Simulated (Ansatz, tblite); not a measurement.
Forces on the cluster Sn4H8 at its PBE-D4/def2-SVP geometry. The state is a singlet with charge 0.

In the def2 sets Sn takes a core potential; there is no spin–orbit coupling. The xTB rows come from tblite. The structure comes from a short search, and lower isomers may exist.

GFN1-xTB (tblite), largest force 1.32 eV/Å:

```xyz
12
positions Å, forces eV/Å
Sn   -0.803    1.763   -0.203    0.332   -0.465    0.106
Sn    0.497   -1.943    0.823   -1.115    0.025   -0.245
Sn    1.685    0.398   -0.243    0.066   -0.625    0.317
Sn   -2.274   -1.451    0.015    0.867    1.000   -0.011
H     1.359   -3.301    0.150    0.192    0.302    0.329
H    -1.654    2.291   -1.620   -0.121    0.011    0.395
H    -1.564   -1.045   -1.596   -0.192   -0.149    0.304
H     2.119    0.392   -1.926   -0.001    0.332    0.266
H    -1.156    2.924    1.048   -0.201   -0.148   -0.343
H     0.935   -1.929    2.512    0.269   -0.101   -0.374
H     2.842    1.423    0.562   -0.161    0.141   -0.374
H    -1.985    0.478    0.477    0.065   -0.323   -0.370
```

GFN2-xTB (tblite), largest force 1.23 eV/Å:

```
Sn 0.923 0.756 -0.313
Sn -0.855 -0.267 -0.153
Sn 0.089 -0.713 0.334
Sn -0.103 -0.449 0.021
H 0.261 0.255 0.282
H -0.155 0.015 0.334
H -0.006 -0.046 0.009
H 0.010 0.326 0.127
H -0.206 -0.087 -0.234
H 0.332 -0.067 -0.233
H -0.068 0.242 -0.275
H -0.222 0.034 0.103
```

PBE-D4/def2-TZVP (Ansatz), largest force 0.12 eV/Å:

```
Sn -0.057 0.016 0.009
Sn 0.047 -0.015 0.014
Sn 0.009 0.030 -0.028
Sn 0.078 0.065 -0.059
H -0.050 0.082 0.046
H 0.049 -0.031 0.096
H -0.020 -0.013 0.094
H -0.026 0.002 0.109
H 0.016 -0.075 -0.081
H -0.021 0.001 -0.106
H -0.070 -0.059 -0.055
H 0.045 -0.002 -0.038
```
